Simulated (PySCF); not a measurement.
# Energy of Sm (samarium, neutral) between two integer charges

The 6s beta orbital of [Xe] 4f6 6s2 is emptied in steps (occupation f), with all orbitals relaxed, ending at [Xe] 4f6 6s1. Computed with PySCF 2.14 in def2-SVP with the def2 core potential (28 electrons) (10s6p4d3f1g, 78 functions), with scalar relativity through the core potential. The exact energy is a straight line in f; departures are measured from the line between the end points of the same method.

```
  f  UHF (eV)  LDA (eV)  PBE (eV)
  1     0.000     0.000     0.000
0.8     0.025    -0.358    -0.348
0.6     0.035    -0.539    -0.526
0.4     0.033    -0.540    -0.529
0.2     0.020    -0.360    -0.352
  0     0.000     0.000     0.000
```

```json
{"method": "UHF", "E(f=0) − E(f=1) (eV)": "4.603", "−ε at f=1 (eV)": "4.772", "−ε at f=0.4 (eV)": "4.566"}
{"method": "LDA", "E(f=0) − E(f=1) (eV)": "5.787", "−ε at f=1 (eV)": "3.563", "−ε at f=0.4 (eV)": "6.233"}
{"method": "PBE", "E(f=0) − E(f=1) (eV)": "5.587", "−ε at f=1 (eV)": "3.428", "−ε at f=0.4 (eV)": "6.016"}
```

Orbital energy along the path (eV):

| f | UHF | LDA | PBE |
| --- | --- | --- | --- |
| 1 | -4.772 | -3.563 | -3.428 |
| 0.8 | -4.688 | -4.437 | -4.269 |
| 0.6 | -4.620 | -5.330 | -5.131 |
| 0.4 | -4.566 | -6.233 | -6.016 |
| 0.2 | -4.520 | -7.136 | -6.930 |
| 0 | -4.483 | -8.039 | -7.578 |

Reference removal energy between the ground levels: 5.644 eV (measured; NIST Atomic Spectra Database, ionization energies). The calculation has no spin-orbit coupling. UHF lacks correlation.
